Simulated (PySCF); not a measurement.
CH4Cl2Ge. Atoms are numbered in the order given.

```xyz
8

Ge     0.3708    -0.2862     0.0000
C     -0.5507    -1.9816     0.0000
Cl    -0.2434     0.8320     1.7401
Cl    -0.2434     0.8320    -1.7401
H      1.9027    -0.3313     0.0000
H     -0.2777    -2.5536     0.8982
H     -0.2777    -2.5536    -0.8982
H     -1.6345    -1.8021     0.0000
```

Geometry: PBE0-D3(BJ)/def2-SVP.

All values below come from TDA-PBE0/def2-SVPD run with PySCF.

Vertical excitations. The molecule is in vacuum. State labels are in the subgroup Cs.

Computed excitation energies, oscillator strengths and character:
| state | symmetry | energy (eV) | λ (nm) | f | main pairs |
|---|---|---|---|---|---|
| S1 | A' | 6.83 | 182 | 0.034 | HOMO→LUMO 96 % |
| S2 | A" | 7.09 | 175 | 0.036 | HOMO−1→LUMO 90 % |
| S3 | A" | 7.19 | 173 | 0.000 | HOMO−2→LUMO 89 % |
| S4 | A' | 7.38 | 168 | 0.039 | HOMO−3→LUMO 94 % |
| S5 | A" | 7.53 | 165 | 0.000 | HOMO→LUMO+1 89 % |
| S6 | A' | 7.83 | 158 | 0.003 | HOMO−1→LUMO+1 92 % |
| S7 | A' | 8.03 | 154 | 0.048 | HOMO−2→LUMO+1 72 %, HOMO→LUMO+2 25 % |
| S8 | A' | 8.16 | 152 | 0.034 | HOMO→LUMO+2 63 %, HOMO−2→LUMO+1 24 % |
| S9 | A" | 8.26 | 150 | 0.006 | HOMO−3→LUMO+1 58 %, HOMO−1→LUMO+2 25 % |
| S10 | A' | 8.36 | 148 | 0.067 | HOMO→LUMO+3 85 % |
| T1 | A' | 6.28 | 197 | 0 | HOMO→LUMO 93 % |
| T2 | A" | 6.47 | 192 | 0 | HOMO−1→LUMO 94 % |
| T3 | A" | 6.69 | 185 | 0 | HOMO−2→LUMO 76 %, HOMO→LUMO+1 21 % |
| T4 | A' | 6.80 | 182 | 0 | HOMO−3→LUMO 87 % |
Triplets are in the Tamm–Dancoff approximation.
